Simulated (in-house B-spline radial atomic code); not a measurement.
A fraction x of an electron is removed from 3s in Mg, starting from [Ne] 3s2 and keeping the highest spin. Computed with a B-spline radial code for spherical atoms: scalar-relativistic (X2C) OLYP, spin-polarised, spherical fractional occupations, Fermi nucleus of rms radius 3.057 fm.

| x | E(x) - E(0) (eV) | 3s down level (eV) |
| --- | --- | --- |
| 0 | 0.0000 | -4.494 |
| 0.06 | 0.2797 | -4.828 |
| 0.17 | 0.8447 | -5.446 |
| 0.28 | 1.4780 | -6.070 |
| 0.43 | 2.4530 | -6.932 |
| 0.5 | 2.9525 | -7.342 |
| 0.58 | 3.5591 | -7.826 |
| 0.73 | 4.8061 | -8.835 |
| 0.85 | 5.9265 | -9.898 |
| 0.9 | 6.4354 | -10.476 |
| 1 | 7.5434 | - |

The exact functional would give a straight line between the two integer points. Deviations E(x) - E(0) - x[E(1) - E(0)], in eV: -0.173 at x = 0.06, -0.438 at x = 0.17, -0.634 at x = 0.28, -0.791 at x = 0.43, -0.819 at x = 0.5, -0.816 at x = 0.58, -0.701 at x = 0.73, -0.485 at x = 0.85, -0.354 at x = 0.9.

The curve lies below the straight line by up to 0.819 eV (at x = 0.5): convex, the delocalisation error that favours fractional charges.

Problem. How well does Slater's transition state (minus the level at half occupation) give the ionisation energy?

Solution. It gives 7.342 eV against 7.543 eV from the two total energies; NIST lists 7.65 eV, ground level to ground level.
